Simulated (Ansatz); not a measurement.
Program: Ansatz. Geometries: PBE0-D4/def2-TZVP. ΔE: electronic, gas phase. CBS: MP2 limit from def2 TZ/QZ plus the TZ coupled-cluster correction, frozen cores. Functionals use def2-TZVPP. Elements past krypton have def2 core potentials. For Sb outer-core shells are correlated without core-valence functions, which leaves a few kJ/mol of doubt a bond. One conformer a species, not always the lowest.

`C[SiH2][B](C)[AlH2]` + `[SH][SbH2]` → `C[SiH2][S][SbH2]` + `C[BH][AlH2]`  (cleavage of the Si–B bond)

| level | ΔE (kJ/mol) | difference from CCSD(T)/CBS |
| --- | --- | --- |
| r2SCAN-D4 | -74.8 | 6.4 |
| PBE0-D4 | -73.0 | 8.2 |
| ωB97X-V | -77.4 | 3.8 |
| B2PLYP | -80.6 | 0.6 |
| r2SCAN | -75.1 | 6.1 |
| HF/def2-TZVPP | -88.9 | -7.7 |
| MP2/def2-TZVPP | -89.0 | -7.8 |
| SCS-MP2/def2-TZVPP | -87.1 | -5.9 |
| SCS-MP2/def2-QZVPP | -89.4 | -8.2 |
| HF/CBS(def2) | -89.2 | -8.0 |
| CCSD(T)/CBS | -81.2 | 0 |

Largest T1 diagnostic among the species: 0.013.

From PBE to PBE0 (25 % exact exchange), in def2-TZVPP and without D4, ΔE moves by −6.0 kJ/mol.
